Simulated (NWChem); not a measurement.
System: SiH4TeO; SMILES [SiH3]O[TeH]

Here is an NWChem input.

```
start job
memory heap 200 mb stack 900 mb global 1100 mb
geometry units angstroms
  Te    -0.211244    -0.875643     0.093020
  H     -0.795669    -0.925061    -1.474580
  O      0.701263     0.890384    -0.122892
  Si    -0.120681     2.338906     0.045382
  H     -1.189808     2.477007    -0.992756
  H      0.893161     3.417297    -0.132255
  H     -0.753979     2.456286     1.395259
end
basis spherical
  Te library sto-3g
  H library sto-3g
  O library sto-3g
  Si library sto-3g
end
dft
  xc hfexch
  iterations 150
end
driver
  maxiter 120
end
task dft optimize
task dft freq
```

The level has its own optimisation; frequencies are unscaled.

Give the results of this calculation. (Hartree-Fock/STO-3G, non-relativistic.) Quantities: r H–Te (Å); r O–Te (Å); r O–Si (Å); r H–Si (Å); highest harmonic frequency (cm⁻¹); lowest (cm⁻¹); zero-point energy (kcal/mol); dipole (D).


```
Quantity                           Result
---------------------------------  ------
r H–Te (Å)                          1.625
r O–Te (Å)                          2.013
r O–Si (Å)                          1.692
r H–Si (Å)                          1.423
highest harmonic frequency (cm⁻¹)    2915
lowest (cm⁻¹)                          54
zero-point energy (kcal/mol)         27.8
dipole (D)                           1.04
```
